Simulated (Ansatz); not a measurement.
Ideal-gas functions of C2H3Sn, SMILES `C#[C][SnH2]` radical at 800 K and 1 bar, from an Ansatz frequency run at PBE0-D4/def2-TZVP.

Molar mass 145.76 g/mol, point group Cs (symmetry number 1), electronic degeneracy 2, moments of inertia 5.339, 171.162, 173.937 u Å². Harmonic wavenumbers (cm⁻¹, unscaled): 188, 200, 445, 520, 558, 683, 706, 714, 1878, 1909, 2116, 3460.

Use S(trans) = R[1.5 ln M + 2.5 ln T − 1.1517]; rotational temperatures θ = 24.2544 K / I; S(rot) = R[ln(√π/σ · √(T³/θAθBθC)) + 1.5]; for each mode x = 1.438777 ν̃/T, S = R[x/(eˣ − 1) − ln(1 − e⁻ˣ)] and H = RT x/(eˣ − 1); 1 cm⁻¹ = 0.0119627 kJ/mol; R = 8.31446 J/(mol·K).

Problem. By hand: the entropy, in J/(mol·K).

Solution. Translation 191.5. Rotation: θ = 4.5429, 0.1417, 0.1394 K, giving 110.6. Vibration, mode by mode: 17.37, 16.86, 10.38, 9.17, 8.63, 7.11, 6.87, 6.78, 1.28, 1.23, 0.91, 0.12, in all 86.7. Electronic 5.8. Sum 394.6 J/(mol·K).

Problem. By hand: H − E and G − E in kJ/mol, counted from the electronic energy.

Solution. Zero-point energy ½ × 13377 × 0.0119627 = 80.0; thermal vibration 35.5; translation, rotation and pV give 4 RT = 26.6. H − E = 142.1 kJ/mol, and G − E = 142.1 − 800 × 394.6/1000 = -173.6 kJ/mol.

Vibration gives 22 % of the entropy.
